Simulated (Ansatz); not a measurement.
Cost and result for the atomization energy of C₂H₆Te (`CC[TeH]`) (9 atoms, 8 bonds).

```xyz
9

C     0.4206    1.0358   -0.3639
C    -0.3656   -0.0814    0.2895
Te    0.4551   -1.9922   -0.2855
H     1.4707    1.0191   -0.0626
H     0.0096    2.0075   -0.0759
H     0.3825    0.9710   -1.4540
H    -1.4091   -0.0738   -0.0217
H    -0.3170   -0.0250    1.3759
H    -0.6467   -2.8611    0.5981
```

Charge 0, multiplicity 1. Correlated methods include outer-core shells of Te, which these sets cover unevenly. Te: def2 effective core potential. The geometry is a stationary point of PBE0-D4/def2-TZVP. Program: Ansatz. All runs use 2 threads of a server CPU on a shared host. Times are those of one run each, without the atoms' runs, and a repeat can differ threefold. Electronic energies, without spin–orbit coupling; frozen cores. CCSD(T)/CBS adds CCSD(T) − MP2 in def2-TZVPP to the MP2 limit, and its time is that of the two runs behind it. T1 = 0.010. With those shells the extrapolation isn't a true limit. HSE06 is the plane-wave form, built on full-range PBE exchange.

CCSD(T)/CBS is a level of theory with its own doubt, some kJ/mol a heavy atom from the limit and from the frozen cores, so smaller differences don't rank the functionals.

```csv
level,functions,wall time
LDA (SPW92)/def2-TZVPP,196,1.4 s
BLYP-D4/def2-TZVPP,196,2.4 s
PBE0-D4/def2-TZVPP,196,3.2 s
HSE06-D4/def2-TZVPP,196,3.4 s
CAM-B3LYP-D4/def2-TZVPP,196,3.6 s
CCSD(T)/def2-SVP,84,4.7 s
r2SCANh-D4/def2-TZVPP,196,5.5 s
r2SCAN-D4/def2-TZVPP (with forces),196,6 s
B2PLYP/def2-TZVPP,196,6.5 s
PBE-QIDH/def2-TZVPP,196,7 s
MP2/def2-QZVPP,376,21 s
CCSD(T)/def2-TZVPP,196,110 s
CCSD(T)/CBS(def2),–,2.2 min
```

Q: What atomization energy does each give, and how far from CCSD(T)/CBS? (An estimate is asked.)

A: The calculation gave: 
```csv
level,atomization (kJ/mol),difference from CCSD(T)/CBS,per bond
LDA (SPW92)/def2-TZVPP,3479.9,397.9,49.7
BLYP-D4/def2-TZVPP,3056.4,-25.6,-3.2
PBE0-D4/def2-TZVPP,3073.6,-8.4,-1.0
HSE06-D4/def2-TZVPP,3074.9,-7.1,-0.9
CAM-B3LYP-D4/def2-TZVPP,3071.7,-10.3,-1.3
CCSD(T)/def2-SVP,2911.4,-170.6,-21.3
r2SCANh-D4/def2-TZVPP,3051.5,-30.5,-3.8
r2SCAN-D4/def2-TZVPP (with forces),3063.8,-18.2,-2.3
B2PLYP/def2-TZVPP,3033.1,-48.9,-6.1
PBE-QIDH/def2-TZVPP,3048.5,-33.5,-4.2
MP2/def2-QZVPP,3057.4,-24.6,-3.1
CCSD(T)/def2-TZVPP,3003.7,-78.3,-9.8
CCSD(T)/CBS(def2),3082.0,0.0,0.0
```

From r2SCAN to r2SCAN0 (25 % exact exchange), in def2-TZVPP and without D4, the atomization energy moves by −30.3 kJ/mol: exact exchange takes away binding that semilocal exchange gives to molecules. At CCSD(T), def2-SVP lies −170.6 kJ/mol from the extrapolated value and def2-TZVPP −78.3 kJ/mol: correlation converges slowly with the basis, and small sets miss more of it in the bonded molecule than in its fragments. In def2-TZVPP, CCSD(T) changes the Hartree–Fock value by +745.8 kJ/mol (the triples alone add +40.1 kJ/mol) and MP2 by +753.6 kJ/mol; breaking electron pairs costs correlation energy, which Hartree–Fock lacks.

Spin–orbit coupling would lower the free Te atoms strongly, and the atomization energy with them, by more than many differences here.
